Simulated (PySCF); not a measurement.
First SCF of a structure search on singlet H₂SnO, at a hand-made trigonal planar geometry. PySCF input:

```python
from pyscf import gto, scf, dft
mol = gto.M(atom='''
Sn     0.000000     0.000000    -0.204310
O     -0.000010     0.000000     1.665710
H     -1.489560     0.000000    -1.064310
H      1.489580     0.000000    -1.064350''',
    basis={'Sn': 'def2-TZVP', 'O': 'def2-TZVP', 'H': 'def2-TZVP'},
    ecp={'Sn': 'def2-TZVP'},
    charge=0, spin=0)
mf = dft.RKS(mol, xc='PBE0')
mf.grids.atom_grid = (50, 194)
aux = {'Sn': 'def2-universal-JKFIT', 'O': 'def2-universal-JKFIT', 'H': 'def2-universal-JKFIT'}
mf = mf.density_fit(auxbasis=aux)
mf.conv_tol = 1e-08
mf.diis_space = 10
mf.max_cycle = 60
mf.init_guess = 'minao'
mf.verbose = 4
mf.kernel()
```

Excerpt of the output (cycles and frontier levels):

```
init E= -253.595595145422
  HOMO = -0.731177767131918  LUMO = -0.608301839476908  gap/eV = 3.34362
cycle= 1 E= -289.624405765753  delta_E=  -36  |g|= 2.35  |ddm|= 31.3
  HOMO = -0.015431030864395  LUMO = 0.0399339705077357  gap/eV = 1.50656
cycle= 2 E= -288.830823267533  delta_E= 0.794  |g|= 3.28  |ddm|= 6.84
  HOMO = -0.329103266983513  LUMO = -0.0917413447408322  gap/eV = 6.45895
cycle= 3 E= -290.251928059727  delta_E= -1.42  |g|=  1.3  |ddm|= 3.43
  HOMO = -0.243112493470829  LUMO = -0.0926543004147291  gap/eV = 4.09418
cycle= 4 E= -290.589798083402  delta_E= -0.338  |g|= 0.266  |ddm|= 0.982
  HOMO = -0.254756808283627  LUMO = -0.0978488042699119  gap/eV = 4.26968
cycle= 5 E= -290.600862749875  delta_E= -0.0111  |g|= 0.0776  |ddm|= 0.127
  HOMO = -0.262270361630607  LUMO = -0.0978141502723169  gap/eV = 4.47508
cycle= 6 E= -290.602090097866  delta_E= -0.00123  |g|= 0.0163  |ddm|= 0.046
  HOMO = -0.264802339634395  LUMO = -0.0984349281087411  gap/eV = 4.52709
cycle= 7 E= -290.602133521836  delta_E= -4.34e-05  |g|= 0.00661  |ddm|= 0.0145
  HOMO = -0.264087976988171  LUMO = -0.0983528000123393  gap/eV = 4.50988
cycle= 8 E= -290.602143405796  delta_E= -9.88e-06  |g|= 0.00067  |ddm|= 0.00475
  HOMO = -0.263973544825087  LUMO = -0.0982952555201955  gap/eV = 4.50834
cycle= 9 E= -290.602143504974  delta_E= -9.92e-08  |g|= 0.000221  |ddm|= 0.000597
  HOMO = -0.263956249219617  LUMO = -0.0983019706982233  gap/eV = 4.50768
cycle= 10 E= -290.602143517241  delta_E= -1.23e-08  |g|= 2.6e-05  |ddm|= 0.000271
  HOMO = -0.263951932595691  LUMO = -0.0983020832041817  gap/eV = 4.50756
cycle= 11 E= -290.602143517404  delta_E= -1.64e-10  |g|= 8.61e-06  |ddm|= 4.18e-05
  HOMO = -0.263955354709496  LUMO = -0.0983021534136377  gap/eV = 4.50765
Extra cycle  E= -290.602143517217  delta_E= 1.87e-10  |g|= 3.1e-05  |ddm|= 2.65e-05
converged SCF energy = -290.602143517217
```

No lower solution of this spin was found by a stability analysis within the restricted form, which does not test spin polarisation.

The search for the lowest solution, with the stability check, took 7 s on 2 threads of a shared Arm Neoverse N1 host, with 93 basis functions; the process peaked at 0.34 GiB. Launch command: `OMP_NUM_THREADS=2 python axn.py task.json out`.
